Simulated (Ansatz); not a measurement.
Noncovalent pair: HCl (SMILES Cl) (first 2 atoms) with HBr (SMILES Br); geometry from B3LYP-D3(BJ)/def2-TZVP.
(charge 0, multiplicity 1):
```xyz
4

Cl     0.535    -0.466    -0.226
H      0.800     0.786    -0.124
Br     0.177    -0.309     3.689
H      0.255    -0.592     2.289
```

Monomers are frozen at their geometry in the pair; levels with a basis set take the counterpoise correction.

Cores are frozen in the correlated methods. Filled d and f shells under p-block atoms count as core. CBS(a, b) extrapolates the correlation energy as X⁻³ and adds the Hartree–Fock energy of set b.

Run with Ansatz (a quantum-chemistry and plane-wave program) with Gaussian orbitals. 

Problem. What is the computed interaction energy (CCSD(T)/CBS(def2-TZVPPD, def2-QZVPPD))?

Solution. -73 meV

Problem. Predict the interaction energy from CCSD/def2-SVPD.

Solution. -36 meV

Problem. Predict the interaction energy from MP2/def2-QZVPPD.

Solution. -80 meV
